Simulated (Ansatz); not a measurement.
CH4BClO (`COBCl`), relaxed with RKS PBE0-D4/def2-TZVP in Ansatz 0.2.0 from a PBE-D4/def2-SVP geometry. The force threshold is 0.005 eV/Å; the program also tests the step.

Charge 0, multiplicity 1.

Start:

```xyz
8

C    -0.526   -0.932    0.369
O    -0.459    0.215   -0.468
B     0.581    1.069   -0.437
Cl    0.546    2.457   -1.529
H    -0.570   -1.841   -0.265
H     0.350   -1.003    1.047
H    -1.454   -0.883    0.975
H     1.532    0.918    0.308
```

Problem. How much energy does the relaxation release, and in how many steps? (Best estimate.)

Solution. Ansatz gave: 2.79 kJ/mol, in 6 steps, 1 of them rejected.

Problem. Which bonds change most? (Estimate.)

Solution. The calculation gave: B3–H8 from 1.217 to 1.196 Å; C1–H5 from 1.109 to 1.091 Å; C1–H7 from 1.109 to 1.091 Å; C1–H6 from 1.111 to 1.093 Å.

Problem. Give the relaxed structure. (An estimate is asked.)

Solution. Computed: 
```xyz
8

C    -0.520   -0.931    0.367
O    -0.456    0.206   -0.475
B     0.571    1.056   -0.430
Cl    0.555    2.437   -1.515
H    -0.575   -1.824   -0.257
H     0.354   -0.994    1.020
H    -1.424   -0.866    0.974
H     1.494    0.915    0.315
```
